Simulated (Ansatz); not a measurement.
Reactions of `S[Si]Br`.

Program: Ansatz. Geometries: PBE0-D4/def2-TZVP. ΔE: electronic, gas phase. CCSD(T)/CBS adds triple-zeta CCSD(T) − MP2 to the extrapolated MP2 energy (def2 sets, frozen cores). This one scheme is used for every species, atoms too. DFT in def2-TZVPP. Open shells (•) are unrestricted, without spin–orbit coupling. Spin–orbit coupling would lower the free atoms: a little for S, Si; clearly for Br. For Br outer-core shells are correlated without core-valence functions, so the limit isn't a true one: a few kJ/mol of doubt a bond, and 10 to 20 or more in all where bonds break to atoms. Scalar relativity is left out up to krypton. Each species was taken in one conformer, which may not be the lowest.

| reaction | CCSD/CBS(def2) (eV) | revPBE-D4 (eV) | B97M-V (eV) |
| --- | --- | --- | --- |
| `S[Si]Br` + H₂ → `[SiH]Br` + H₂S | 0.99 | 1.23 | 1.06 |
| `S[Si]Br` + HBr → `Br[Si]Br` + H₂S | -0.23 | -0.18 | -0.18 |
| `S[Si]Br` → Br• + H• + S• + Si• | 11.24 | 11.51 | 11.71 |
| `S[Si]Br` + `[SiH3]N[SiH3]` → `[SiH3]N([SiH3])[Si]S` + HBr | 0.46 | 0.39 | 0.47 |
| `S[Si]Br` + H₂ → `[SiH]S` + HBr | 1.09 | 1.23 | 1.07 |
| `S[Si]Br` + `O[SiH3]` → `[SiH3]O[Si]Br` + H₂S | -0.58 | -0.40 | -0.52 |
| `S[Si]Br` → `[SH]`• + `[Si]Br`• | 3.68 | 3.79 | 3.87 |
| `S[Si]Br` + H₂S → `S[Si]S` + HBr | 0.35 | 0.27 | 0.29 |
| `S[Si]Br` + HCl → `Cl[Si]Br` + H₂S | -0.23 | -0.18 | -0.23 |
| `S[Si]Br` + NH₃ → `N[Si]S` + HBr | 0.28 | 0.35 | 0.28 |

(1) Give the CCSD(T)/CBS values in the same order. (Estimate.)

Largest T1 diagnostic: 0.016, for `[SiH]S`.

Answers

(1) The calculation gave: 1.07, -0.22, 11.57, 0.41, 1.15, -0.55, 3.83, 0.33, -0.21, 0.30 eV.
